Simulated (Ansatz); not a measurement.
Ansatz (a quantum-chemistry and plane-wave program) input file for Cl₂FH₃Si₂, SMILES F[SiH2][SiH](Cl)Cl, B3LYP-D3(BJ)/def2-SVP. 

Ansatz 0.2 input:
```yaml
crystal:
  periodic: [false, false, false]
  atoms:
    - {symbol: Si, position_ang: [1.79434086, 0.11176709, -0.29737884]}
    - {symbol: F, position_ang: [2.64331752, -0.38704163, 0.97766906]}
    - {symbol: Si, position_ang: [-0.41479906, 0.19105965, 0.38558606]}
    - {symbol: Cl, position_ang: [-1.43088122, 1.49430173, -0.79605472]}
    - {symbol: Cl, position_ang: [-1.33027886, -1.60826028, 0.21642969]}
    - {symbol: H, position_ang: [2.12603166, -0.86057300, -1.33352626]}
    - {symbol: H, position_ang: [2.37759215, 1.41212268, -0.60570374]}
    - {symbol: H, position_ang: [-0.66734556, 0.62954620, 1.75893321]}
basis:
  gaussian:
    orbitals: def2-SVP
hamiltonian:
  xc: b3lyp
  dispersion: d3bj
relax: {f_tol: 0.002, max_steps: 200}
```

Program output:

```
WARN ansatz: RAYON_NUM_THREADS=1 ignored (pool sized by the plan → 1); use --threads N
Functional definition: B3LYP
integrals: 0.05 GiB planned
990 factors; integrals over basis functions are off by at most 2.6e-4 eV
mean field: 0.47 GiB planned
mean field evaluation 1: about -43555.0452 eV, gradient 3.2e1 eV
mean field evaluation 2: about -43552.6856 eV, gradient 5.1e1 eV
mean field evaluation 4: about -43556.8023 eV, gradient 1.0e0 eV
mean field evaluation 8: about -43556.8031 eV, gradient 1.1e-2 eV
mean field -43556.80307667 eV, -1600.6829892061 hartree, gradient 4.1e-6 eV, S^2 0.000000; 0 other end points of the search recorded, 0 dependent functions left out
the calculation of the forces begins
reference -43556.80333229 eV, -1600.6829985998 hartree; 37, 37 occupied and 64, 64 virtual orbitals, 990 factors
relax step   1: F+E_penalty+E_count = -43557.26774355 eV  Δ(F+E_penalty+E_count) = +0.000e0 eV  max|allowed force component| = 1.080e0 eV/Å  Δτ_max = 0.0000 Å  (24 SCF iters, accepted)
these checks for a lower state are left out or cut short: starts, cluster_reference, orbital_swaps, neighbouring_geometries, increment
integrals: 0.05 GiB planned
990 factors; integrals over basis functions are off by at most 3.3e-4 eV
mean field: 0.47 GiB planned
mean field evaluation 16: about -43556.7830 eV, gradient 1.0e1 eV
mean field -43556.94180145 eV, -1600.6880872478 hartree, gradient 2.4e-5 eV, S^2 0.000000; 0 other end points of the search recorded, 0 dependent functions left out
the calculation of the forces begins
reference -43556.94206147 eV, -1600.6880968034 hartree; 37, 37 occupied and 64, 64 virtual orbitals, 990 factors
relax step   2: F+E_penalty+E_count = -43557.40021445 eV  Δ(F+E_penalty+E_count) = -1.325e-1 eV  max|allowed force component| = 4.498e-1 eV/Å  Δτ_max = 0.1491 Å  (28 SCF iters, accepted)
these checks for a lower state are left out or cut short: starts, cluster_reference, orbital_swaps, neighbouring_geometries, increment
integrals: 0.05 GiB planned
990 factors; integrals over basis functions are off by at most 3.2e-4 eV
mean field: 0.47 GiB planned
mean field -43556.99171486 eV, -1600.6899215316 hartree, gradient 5.0e-5 eV, S^2 0.000000; 0 other end points of the search recorded, 0 dependent functions left out
the calculation of the forces begins
reference -43556.99197386 eV, -1600.6899310498 hartree; 37, 37 occupied and 64, 64 virtual orbitals, 990 factors
relax step   3: F+E_penalty+E_count = -43557.45066421 eV  Δ(F+E_penalty+E_count) = -5.045e-2 eV  max|allowed force component| = 1.744e-1 eV/Å  Δτ_max = 0.0881 Å  (23 SCF iters, accepted)
these checks for a lower state are left out or cut short: starts, cluster_reference, orbital_swaps, neighbouring_geometries, increment
integrals: 0.05 GiB planned
990 factors; integrals over basis functions are off by at most 3.2e-4 eV
mean field: 0.47 GiB planned
mean field evaluation 32: about -43556.9978 eV, gradient 3.0e-5 eV
mean field -43556.99776211 eV, -1600.6901437642 hartree, gradient 3.0e-5 eV, S^2 0.000000; 0 other end points of the search recorded, 0 dependent functions left out
the calculation of the forces begins
reference -43556.99802210 eV, -1600.6901533184 hartree; 37, 37 occupied and 64, 64 virtual orbitals, 990 factors
relax step   4: F+E_penalty+E_count = -43557.45630262 eV  Δ(F+E_penalty+E_count) = -5.638e-3 eV  max|allowed force component| = 1.222e-1 eV/Å  Δτ_max = 0.0652 Å  (23 SCF iters, accepted)
these checks for a lower state are left out or cut short: starts, cluster_reference, orbital_swaps, neighbouring_geometries, increment
integrals: 0.05 GiB planned
990 factors; integrals over basis functions are off by at most 3.3e-4 eV
mean field: 0.47 GiB planned
mean field -43557.00276688 eV, -1600.6903276860 hartree, gradient 2.3e-5 eV, S^2 0.000000; 0 other end points of the search recorded, 0 dependent functions left out
the calculation of the forces begins
reference -43557.00302654 eV, -1600.6903372281 hartree; 37, 37 occupied and 64, 64 virtual orbitals, 990 factors
relax step   5: F+E_penalty+E_count = -43557.46236334 eV  Δ(F+E_penalty+E_count) = -6.061e-3 eV  max|allowed force component| = 5.160e-2 eV/Å  Δτ_max = 0.0496 Å  (23 SCF iters, accepted)
these checks for a lower state are left out or cut short: starts, cluster_reference, orbital_swaps, neighbouring_geometries, increment
integrals: 0.05 GiB planned
990 factors; integrals over basis functions are off by at most 4.0e-4 eV
mean field: 0.47 GiB planned
mean field -43557.00902114 eV, -1600.6905575259 hartree, gradient 2.7e-5 eV, S^2 0.000000; 0 other end points of the search recorded, 0 dependent functions left out
the calculation of the forces begins
reference -43557.00927960 eV, -1600.6905670241 hartree; 37, 37 occupied and 64, 64 virtual orbitals, 990 factors
relax step   6: F+E_penalty+E_count = -43557.47081159 eV  Δ(F+E_penalty+E_count) = -8.448e-3 eV  max|allowed force component| = 2.701e-1 eV/Å  Δτ_max = 0.1962 Å  (26 SCF iters, accepted)
these checks for a lower state are left out or cut short: starts, cluster_reference, orbital_swaps, neighbouring_geometries, increment
integrals: 0.05 GiB planned
990 factors; integrals over basis functions are off by at most 3.9e-4 eV
mean field: 0.47 GiB planned
mean field -43557.01257280 eV, -1600.6906880467 hartree, gradient 3.2e-5 eV, S^2 0.000000; 0 other end points of the search recorded, 0 dependent functions left out
the calculation of the forces begins
reference -43557.01283073 eV, -1600.6906975258 hartree; 37, 37 occupied and 64, 64 virtual orbitals, 990 factors
relax step   7: F+E_penalty+E_count = -43557.47450432 eV  Δ(F+E_penalty+E_count) = -3.693e-3 eV  max|allowed force component| = 1.101e-1 eV/Å  Δτ_max = 0.0243 Å  (23 SCF iters, accepted)
these checks for a lower state are left out or cut short: starts, cluster_reference, orbital_swaps, neighbouring_geometries, increment
integrals: 0.05 GiB planned
990 factors; integrals over basis functions are off by at most 4.0e-4 eV
mean field: 0.47 GiB planned
mean field -43557.01396414 eV, -1600.6907391778 hartree, gradient 2.5e-5 eV, S^2 0.000000; 0 other end points of the search recorded, 0 dependent functions left out
the calculation of the forces begins
reference -43557.01422298 eV, -1600.6907486898 hartree; 37, 37 occupied and 64, 64 virtual orbitals, 990 factors
relax step   8: F+E_penalty+E_count = -43557.47638874 eV  Δ(F+E_penalty+E_count) = -1.884e-3 eV  max|allowed force component| = 3.905e-2 eV/Å  Δτ_max = 0.0363 Å  (23 SCF iters, accepted)
these checks for a lower state are left out or cut short: starts, cluster_reference, orbital_swaps, neighbouring_geometries, increment
integrals: 0.05 GiB planned
990 factors; integrals over basis functions are off by at most 4.1e-4 eV
mean field: 0.47 GiB planned
mean field -43556.99265152 eV, -1600.6899559532 hartree, gradient 3.7e-5 eV, S^2 0.000000; 0 other end points of the search recorded, 0 dependent functions left out
the calculation of the forces begins
reference -43556.99291038 eV, -1600.6899654662 hartree; 37, 37 occupied and 64, 64 virtual orbitals, 990 factors
relax step   9: F+E_penalty+E_count = -43557.45504481 eV  Δ(F+E_penalty+E_count) = +2.134e-2 eV  max|allowed force component| = 3.667e-1 eV/Å  Δτ_max = 0.0859 Å  (23 SCF iters, rejected (line search))
these checks for a lower state are left out or cut short: starts, cluster_reference, orbital_swaps, neighbouring_geometries, increment
integrals: 0.05 GiB planned
990 factors; integrals over basis functions are off by at most 4.0e-4 eV
mean field: 0.47 GiB planned
mean field evaluation 64: about -43557.0148 eV, gradient 3.8e-5 eV
mean field -43557.01476624 eV, -1600.6907686545 hartree, gradient 3.8e-5 eV, S^2 0.000000; 0 other end points of the search recorded, 0 dependent functions left out
the calculation of the forces begins
reference -43557.01502566 eV, -1600.6907781877 hartree; 37, 37 occupied and 64, 64 virtual orbitals, 990 factors
relax step  10: F+E_penalty+E_count = -43557.47709803 eV  Δ(F+E_penalty+E_count) = -7.093e-4 eV  max|allowed force component| = 4.428e-3 eV/Å  Δτ_max = 0.0304 Å  (22 SCF iters, accepted)
these checks for a lower state are left out or cut short: starts, cluster_reference, orbital_swaps, neighbouring_geometries, increment
integrals: 0.05 GiB planned
990 factors; integrals over basis functions are off by at most 4.1e-4 eV
mean field: 0.47 GiB planned
mean field -43557.01467482 eV, -1600.6907652946 hartree, gradient 2.6e-5 eV, S^2 0.000000; 0 other end points of the search recorded, 0 dependent functions left out
the calculation of the forces begins
reference -43557.01493445 eV, -1600.6907748358 hartree; 37, 37 occupied and 64, 64 virtual orbitals, 990 factors
relax step  11: F+E_penalty+E_count = -43557.47730226 eV  Δ(F+E_penalty+E_count) = -2.042e-4 eV  max|allowed force component| = 1.837e-2 eV/Å  Δτ_max = 0.0345 Å  (23 SCF iters, accepted)
these checks for a lower state are left out or cut short: starts, cluster_reference, orbital_swaps, neighbouring_geometries, increment
integrals: 0.05 GiB planned
990 factors; integrals over basis functions are off by at most 4.1e-4 eV
mean field: 0.47 GiB planned
mean field -43557.01489745 eV, -1600.6907734762 hartree, gradient 3.0e-5 eV, S^2 0.000000; 0 other end points of the search recorded, 0 dependent functions left out
the calculation of the forces begins
reference -43557.01515713 eV, -1600.6907830192 hartree; 37, 37 occupied and 64, 64 virtual orbitals, 990 factors
relax step  12: F+E_penalty+E_count = -43557.47725410 eV  Δ(F+E_penalty+E_count) = +4.816e-5 eV  max|allowed force component| = 3.105e-2 eV/Å  Δτ_max = 0.0094 Å  (23 SCF iters, rejected (line search))
these checks for a lower state are left out or cut short: starts, cluster_reference, orbital_swaps, neighbouring_geometries, increment
integrals: 0.05 GiB planned
990 factors; integrals over basis functions are off by at most 4.1e-4 eV
mean field: 0.47 GiB planned
mean field -43557.01485709 eV, -1600.6907719929 hartree, gradient 7.3e-5 eV, S^2 0.000000; 0 other end points of the search recorded, 0 dependent functions left out
the calculation of the forces begins
reference -43557.01511672 eV, -1600.6907815342 hartree; 37, 37 occupied and 64, 64 virtual orbitals, 990 factors
relax step  13: F+E_penalty+E_count = -43557.47735137 eV  Δ(F+E_penalty+E_count) = -4.911e-5 eV  max|allowed force component| = 1.653e-3 eV/Å  Δτ_max = 0.0028 Å  (18 SCF iters, accepted)
integrals: 0.05 GiB planned
990 factors; integrals over basis functions are off by at most 4.1e-4 eV
mean field: 0.47 GiB planned
mean field -43557.01485709 eV, -1600.6907719929 hartree, gradient 7.3e-5 eV, S^2 0.000000; 1 other end points of the search recorded, 0 dependent functions left out
the calculation of the forces begins
reference -43557.01511672 eV, -1600.6907815342 hartree; 37, 37 occupied and 64, 64 virtual orbitals, 990 factors
Total energy: -43557.47761101 eV, -1600.7077778857 hartree
Atom 0 at     1.821642     0.117061    -0.232434 Å, force     0.000227    -0.000491     0.000438 eV/Å
Atom 1 at     2.674302    -0.717524     0.881858 Å, force    -0.000741     0.000659    -0.000562 eV/Å
Atom 2 at    -0.425019     0.213373     0.418716 Å, force     0.001653     0.000186    -0.001027 eV/Å
Atom 3 at    -1.356274     1.328103    -1.072154 Å, force    -0.000869     0.000754    -0.000821 eV/Å
Atom 4 at    -1.201863    -1.709823     0.458684 Å, force    -0.000295    -0.001382     0.000163 eV/Å
Atom 5 at     1.909130    -0.588558    -1.538316 Å, force    -0.000260    -0.000151     0.000239 eV/Å
Atom 6 at     2.393330     1.487140    -0.335489 Å, force    -0.000002    -0.000056     0.000548 eV/Å
Atom 7 at    -0.717271     0.853150     1.725089 Å, force     0.000286     0.000480     0.001021 eV/Å
Dipole moment:     0.077708     0.215089    -0.019845 e Å
```

The calculation finished and met its thresholds.

Cost: roughly 70 core-seconds.
